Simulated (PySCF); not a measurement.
silene anion (CH4Si), SMILES C=[SiH2] (connectivity only; charge and spin as stated), charge -1, multiplicity 2. Geometry optimised at PBE0-D3(BJ)/def2-TZVPD. The spin state was assumed, not searched.

Level of theory: PBE0-D3(BJ)/def2-TZVPD run with PySCF.

Harmonic wavenumbers (cm⁻¹): 299, 484, 578, 581, 775, 840, 905, 1364, 1963, 1976, 3072, 3146. Rotational constants (GHz): 86.91, 13.37, 12.35; symmetry number 1.

**Question.** Work out the zero-point energy and the ideal-gas rigid-rotor harmonic-oscillator thermochemistry at 298.15 K and 1 atm.

**Answer.** ZPE = ½ Σ hcν = ½ × 15982 cm⁻¹ = 95.59 kJ/mol. H − E(el) = 108.70 kJ/mol. Entropy in J/(mol K): translation 155.98, rotation 86.37, vibration 15.32, spin 5.76, total 263.43. G − E(el) = 30.16 kJ/mol. Cp = 62.68 J/(mol K).
